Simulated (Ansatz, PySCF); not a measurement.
Process, species as SMILES: [CH]([SiH3])C -> CC[SiH2]

Property: isomerisation energy (electronic), in kcal/mol. Set-up: open shells spin-unrestricted; six Cartesian d functions in 6-31G* and its kin unless marked 5d; valence correlation only; 6-311+G** with 5d, 6d on Na to Ar in Ansatz (an electronic-structure program); spin-orbit terms left out; non-relativistic; no dispersion term unless named; LANL2DZ with its own core potentials from Na on. CBS(X,Y): correlation extrapolated as X^-3; Hartree-Fock from the larger set. First-principles rows: single points at B3LYP-D3(BJ) geometries (Ansatz).

Coupled cluster (Ansatz) is a level with limits of its own, used here on species with T1 under 0.025 (0.045 for open shells) and stable references: CCSD(T)/CBS(aug-cc-pV(T+d)Z,aug-cc-pV(Q+d)Z).

Value to compare with, CCSD(T)/CBS(aug-cc-pV(T+d)Z,aug-cc-pV(Q+d)Z) (Ansatz): -6.9 kcal/mol.

```csv
level,program,isomerisation energy (electronic) (kcal/mol),difference
HF/6-31G*,Ansatz,-1.7,5.2
PBE/3-21G,Ansatz,-15.5,-8.6
PBE/6-31G*,Ansatz,-9.5,-2.6
PBE/6-311+G**,Ansatz,-9.3,-2.4
BLYP/6-31G*,Ansatz,-6.9,0.0
B3LYP/STO-3G,Ansatz,-2.7,4.2
B3LYP/6-31G,Ansatz,-12.4,-5.5
B3LYP/6-31G*,Ansatz,-6.6,0.3
B3LYP/def2-SVP,Ansatz,-5.9,1.0
B3LYP/cc-pVDZ,Ansatz,-6.9,0.0
M06-2X/6-31G* (5d),PySCF,-10.5,-3.6
M06-2X/6-311+G**,PySCF,-10.0,-3.1
MP2/3-21G,Ansatz,-17.3,-10.4
MP2/LANL2DZ,Ansatz,-13.1,-6.2
r2SCAN-D4/def2-TZVPD,Ansatz + dftd4,-5.7,1.2
B2PLYP-D3(BJ)/def2-TZVPD,Ansatz + dftd3,-6.5,0.4
```

Among the 14 habitual levels, MP2/3-21G lies farthest from CCSD(T)/CBS(aug-cc-pV(T+d)Z,aug-cc-pV(Q+d)Z) (Ansatz) (-10.4 kcal/mol); 4 of 14 lie above it, and their mean absolute difference is 3.8 kcal/mol, the median 3.4. One case shows no general order.

The levels are drawn from those run, B3LYP/6-31G* more often than the rest, none by its result; left out are runs that failed, that the program found above a lower state of the same kind, or whose <S^2> lies over 0.5 above the pure value.
